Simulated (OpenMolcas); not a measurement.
## V2+: CASPT2 settings compared

```json
{
  "Program": "OpenMolcas 26.06",
  "Basis": "ANO-RCC-VDZ [5s4p2d]",
  "Scalar Hamiltonian": "DKH4, point nucleus",
  "Active space": "3 electrons in 10 orbitals (3d 4d)",
  "State averaging": "2S+1 = 4 even, 10 roots; 2S+1 = 2 even, 35 roots kept (CI in the orbitals of an earlier block)",
  "Spin-orbit coupling": "state interaction with AMFI integrals over the reference wave functions, term energies averaged over their components"
}
```

Methods on the same reference wave functions:
A. CASSCF
B. SS-CASPT2, IPEA 0.15 Eh, imaginary shift 0.15 Eh (closed shells correlated: 3s 3p)
C. XMS-CASPT2, IPEA 0.35 Eh, no level shift (closed shells correlated: 2s 2p 3s 3p)

Energies in cm⁻¹ above 3d³ ⁴F_3/2, the measured ground level; measured values from Sugar and Corliss, J. Phys. Chem. Ref. Data 7, 1191 (1978).

| Level | A | B | C | Measured |
| --- | --- | --- | --- | --- |
| 3d³ ⁴F_3/2 | 0.0 | 0.0 | 0.0 | 0.0 |
| 3d³ ⁴F_5/2 | 159 | 161 | 160 | 146 |
| 3d³ ⁴F_7/2 | 379 | 381 | 381 | 342 |
| 3d³ ⁴F_9/2 | 656 | 657 | 657 | 584 |
| 3d³ ²G_7/2 | 14313 | 13030 | 13580 | 11966 |
| 3d³ ⁴P_1/2 | 14331 | 11740 | 11830 | 11514 |
| 3d³ ⁴P_3/2 | 14413 | 11820 | 11910 | 11592 |
| 3d³ ²G_9/2 | 14556 | 13280 | 13830 | 12187 |
| 3d³ ⁴P_5/2 | 14604 | 12020 | 12110 | 11770 |
| 3d³ ²H_9/2 | 18956 | 19290 | 19750 | 16811 |
| 3d³ ²P_1/2 | 19100 | 15500 | 15680 | 15580 |
| 3d³ ²H_11/2 | 19154 | 19490 | 19950 | 16978 |
| 3d³ ²P_3/2 [67 %] | 19184 | 15440 | 15680 | 15550 |
| 3d³ ²D_3/2 [67 %] | 20517 | 16220 | 16570 | 16330 |
| 3d³ ²D_5/2 | 20698 | 16260 | 16670 | 16375 |
| 3d³ ²F_7/2 | 32995 | 29700 | 30100 | 27728 |
| 3d³ ²F_5/2 | 33098 | 29800 | 30210 | 27847 |

Deviations, from unrounded energies. A percentage is the sum of absolute deviations over the sum of measured energies, with the sign that they share, or ± where signs differ.

```json
{"Against measurement": "mean absolute deviation (cm-1)", "Levels": "16", "A": "2700", "B": "770", "C": "990"}
{"Against measurement": "fine structure of the ground term (%)", "Levels": "3", "A": "+11.6", "B": "+11.9", "C": "+11.9"}
{"Against measurement": "other terms of the ground configuration (%)", "Levels": "13", "A": "+20.6", "B": "±5.7", "C": "+7.4"}
```

B lies closest to measurement on these levels and A furthest from it. The largest miss of B in the table is 3d³ ²H_11/2, by +2500 cm-1. The ranking rests on the paired levels alone, and a cruder setting can come out closer through cancelling errors.

Between B and C the level of the table that moves most is 3d³ ²G_7/2, by 560 cm-1 (lowest in B, highest in C). Moves below CASPT2's spread within the term are not significant.

The mean deviations of B to C differ by less than CASPT2's widest spread within a term (720 cm-1), so their order carries little weight.

From A to B the spin-free energies of the other terms of 3d³ shown, above ⁴F, scale by factors of 0.78 to 1.02.

The lowest spin-free term lies below A's lowest term by 0.122 hartree in B, 0.134 hartree in C.

CASPT2 does not keep the components of a term degenerate, so their means are used; among the terms shown or strongly mixed into the levels shown the widest spread is 720 cm-1 (3d³ ⁴F, C). Terms from blocks run as CI alone lack orbitals of their own. Active for correlation alone: 4d; no level in the range computed is led by a configuration that fills it, so any true level of that kind is missing. Without dynamic correlation excited terms often stand tens of per cent too high (terms of higher spin than the ground term too low), and those without a measured partner can miss by more than the paired ones (holds for A). Some levels mix across a computed gap that differs much from the measured one, so their mixing is not that of the real levels (holds for A). Some terms miss by over 15 % even with CASPT2, which points to a basis or an active space too small for the shells correlated (holds for C). Computed and measured levels are paired by configuration, term and J; levels that our copy of the source lacks, or whose pairing is in doubt (as where it misses far off the trend of its configuration), stay unpaired and out of the deviations. Only configurations of the active space appear.

A share in square brackets marks a mixed level and gives the weight of the term that names it, the lowest over the columns.
